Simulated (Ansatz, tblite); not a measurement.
Forces on K₂O₂⁻ at its r2SCAN-D4/def2-TZVPD geometry. The state is a doublet with charge -1.

The xTB rows come from tblite. The structure holds 1 bond(s) between oxygen atoms. At PBE-D4/def2-TZVPD the charge -1 doublet is spin-contaminated (final ⟨S²⟩ up to 1.33, 0.75 for a pure state). At PBE-D4/def2-TZVPD the highest occupied level of the charge -1 doublet lies above zero (up to 0.73 eV). Its loss leaves the charge 0 singlet, which lies 0.53 eV higher (vertical, at PBE-D4/def2-TZVPD), but this difference is unsure: the singlet is doubtful (geometry relaxed on an unsound state). At PBE-D4/def2-TZVPD an occupied level of the charge -1 doublet lies above an empty one (by up to 0.25 eV), so this SCF solution is probably not the lowest. At PBE-D4/def2-TZVPD the gap within one spin of the charge -1 doublet nearly closes, so an electron or hole may be smeared out by delocalisation error. The geometry of the doublet was relaxed on an unsound state (⟨S²⟩ 1.38, where a pure state has 0.75). The order of the spin states hangs on the level: the quartet lies 0.14 eV below the doublet at PBE0-D4/def2-TZVPD, but 0.15 eV above it at PBE-D4/def2-TZVPD. The doublet is doubtful at PBE0-D4/def2-TZVPD (⟨S²⟩ 1.60, where a pure state has 0.75). The doublet is doubtful at PBE-D4/def2-TZVPD (⟨S²⟩ 1.33, where a pure state has 0.75). The structure comes from a short search, and lower isomers may exist.

GFN1-xTB (tblite), largest force 4.27 eV/Å:

```xyz
4
positions Å, forces eV/Å
K     1.819    0.151   -1.587   -0.774   -0.063    0.677
K    -1.803   -0.149    1.575    0.763    0.064   -0.665
O    -0.311    0.557   -0.288   -1.843    3.406   -1.802
O     0.295   -0.560    0.301    1.855   -3.407    1.789
```

GFN2-xTB (tblite), largest force 5.60 eV/Å:

```
K 0.362 0.030 -0.316
K -0.310 -0.026 0.271
O -2.451 4.467 -2.333
O 2.400 -4.471 2.378
```

PBE-D4/def2-TZVPD (Ansatz), largest force 0.52 eV/Å:

```
K -0.081 -0.007 0.070
K -0.177 -0.015 0.155
O -0.083 0.401 -0.318
O 0.341 -0.379 0.093
```
